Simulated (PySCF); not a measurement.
PySCF 2.14 output of an unrestricted M06-L calculation on a single atom or ion in def2-TZVP with the def2 core potential (60 electrons) (6s4p3d1f, 40 functions), with scalar relativity through the core potential:

```
SCF conv_tol = 1e-09
number electrons alpha = 9  beta = 7
    Y. Zhao and D. G. Truhlar.,  J. Chem. Phys. 125, 194101 (2006)
    Y. Zhao and D. G. Truhlar.,  J. Chem. Phys. 125, 194101 (2006)
    Y. Zhao and D. G. Truhlar.,  Theor. Chem. Acc. 120, 215 (2008)
cycle= 1 E= -118.325080608786  delta_E= -0.00465  |g|= 0.0142  |ddm|= 0.206
cycle= 2 E= -118.325111661393  delta_E= -3.11e-05  |g|= 0.0102  |ddm|= 0.0181
cycle= 3 E= -118.325144674045  delta_E= -3.3e-05  |g|= 0.000218  |ddm|= 0.00724
cycle= 4 E= -118.325144691298  delta_E= -1.73e-08  |g|= 1.23e-05  |ddm|= 0.000189
cycle= 5 E= -118.325144691395  delta_E= -9.7e-11  |g|= 1.32e-06  |ddm|= 1.73e-05
converged SCF energy = -118.325144691395  <S^2> = 2.0020122  2S+1 = 3.0013411
```

The run itself started from symmetry-adapted Hartree-Fock orbitals and held the occupation by maximum overlap, on a logarithmic radial grid, so the iterations belong to that start.

**Question.** Which element, charge and spin multiplicity is this?

**Answer.** Pt²⁺ (platinum, charge +2), multiplicity 3; the state was [Xe] 4f14 5d8, high-spin 3F determinant.

Energies and moments cover only the electrons outside the core potential. Spin-orbit coupling, absent here, splits the open shell strongly.
